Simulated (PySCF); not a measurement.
BGeH6NO2, SMILES OB([NH][GeH3])O.

Geometry: PBE0-D3(BJ)/def2-SVP. The structure was generated by enumeration, and PubChem lists no compound with its InChIKey, so it may never have been made. One conformer was computed; it need not be the lowest.

Method: B3LYP/def2-TZVP in PySCF.

Symmetry labels are those of the subgroup Cs that the program uses (full group Cs).

Computed valence orbital energies around the gap with their symmetry:
```
orbital  symmetry  energy (eV)
-------  --------  -----------
HOMO−7         A'       -11.34
HOMO−6         A"       -10.88
HOMO−5         A'       -10.21
HOMO−4         A'        -9.62
HOMO−3         A"        -9.48
HOMO−2         A'        -9.11
HOMO−1         A"        -8.80
HOMO           A"        -7.22
LUMO           A'        -0.07
LUMO+1         A'         0.93
LUMO+2         A'         1.19
LUMO+3         A'         1.46
```
